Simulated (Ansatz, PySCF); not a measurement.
C3H3BF2, SMILES FB(CF)C#C.

Coordinates come from a B3LYP-D3(BJ)/def2-SVP optimisation. This is a generated structure with no PubChem entry under its InChIKey; it may be hypothetical. One conformer was computed; it need not be the lowest.

Vertical ionisation energy (IE) and electron affinity (EA) in eV. Rows of orbital energies are one-electron estimates. Where ΔSCF, EOM or ADC give a negative EA the extra electron is unbound and the value depends on the basis.

| level | IE | EA |
|---|---|---|
| −ε(HOMO), −ε(LUMO), B3LYP/def2-TZVP (PySCF) | 8.31 | 2.04 |
| −ε(HOMO), −ε(LUMO), PBE/def2-TZVP (PySCF) | 7.26 | 2.76 |
| ΔSCF, CAM-B3LYP/def2-SVPD (Ansatz), final states of multiplicity 2 and 2 | 11.12 | -0.08 |
| ΔSCF, PBE/def2-SVPD (Ansatz), final states of multiplicity 2 and 2 | 10.49 | -0.05 |

Question: What vertical singlet–triplet gap does ΔSCF give with CAM-B3LYP/def2-SVPD (Ansatz, a first-principles code) and with PBE/def2-SVPD (Ansatz)? (The exact figures need the calculation; the answer reports its results.)

Answer: 4.44 and 4.35 eV (triplet above singlet where positive).
